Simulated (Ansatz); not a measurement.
Reaction (formal exchange of groups at a B–O bond): `COB(S)Cl` + `C=CC(C)S` → `C=CB(S)Cl` + `COC(C)S`

Gas-phase electronic energies from Ansatz, PBE0-D4/def2-TZVP geometries. CCSD(T)/CBS is the MP2 limit (def2-TZVPP, def2-QZVPP) plus CCSD(T) − MP2 in def2-TZVPP, frozen cores. This one scheme is used for every species. DFT in def2-TZVPP. One conformer a species, not always the lowest.

`COB(S)Cl`:

Cartesian coordinates in Å:
```
C 0.717 1.210 0.136
O 0.481 -0.174 -0.065
B -0.742 -0.723 -0.057
S -0.967 -2.494 -0.320
Cl -2.203 0.241 0.209
H 0.362 1.525 1.120
H 1.793 1.364 0.070
H 0.215 1.805 -0.629
H 0.344 -2.755 -0.464
```

`C=CC(C)S`:

Cartesian coordinates in Å:
```
C -1.274 -1.104 -0.660
C 0.042 -1.039 -0.505
C 0.777 -0.008 0.288
C -0.091 0.961 1.064
S 1.969 0.852 -0.803
H -1.724 -1.880 -1.268
H -1.949 -0.398 -0.191
H 0.676 -1.769 -1.000
H 1.448 -0.528 0.982
H -0.736 0.424 1.765
H 0.530 1.658 1.625
H -0.726 1.544 0.392
H 1.059 1.288 -1.688
```

`C=CB(S)Cl`:

```xyz
9

C     1.036    1.079    0.846
C     0.645    0.377   -0.219
B    -0.605   -0.525   -0.234
S    -0.988   -1.409   -1.745
Cl   -1.634   -0.691    1.187
H     0.477    1.047    1.776
H     1.922    1.706    0.830
H     1.243    0.446   -1.126
H    -2.097   -2.032   -1.315
```

`COC(C)S`:

```xyz
13

C     0.013   -0.441   -1.908
O    -0.020   -0.757   -0.539
C    -0.180    0.340    0.303
C    -0.497   -0.181    1.683
S     1.258    1.481    0.311
H    -0.913    0.062   -2.220
H     0.109   -1.381   -2.450
H     0.864    0.207   -2.145
H    -0.994    0.985   -0.061
H     0.327   -0.797    2.050
H    -1.395   -0.802    1.644
H    -0.657    0.643    2.378
H     2.086    0.641    0.953
```

```tsv
level	ΔE (kJ/mol)
PBE0-D4	125.0
SCS-MP2/def2-TZVPP	133.1
```

Question: What does CCSD(T)/CBS give? (An estimate is asked.)

Answer: Computed: +130.4 kJ/mol. The listed levels differ from it by -5.4, 2.7 kJ/mol.

Largest T1 diagnostic among the species: 0.013.

From PBE to PBE0 (25 % exact exchange), in def2-TZVPP and without D4, ΔE moves by +6.0 kJ/mol.
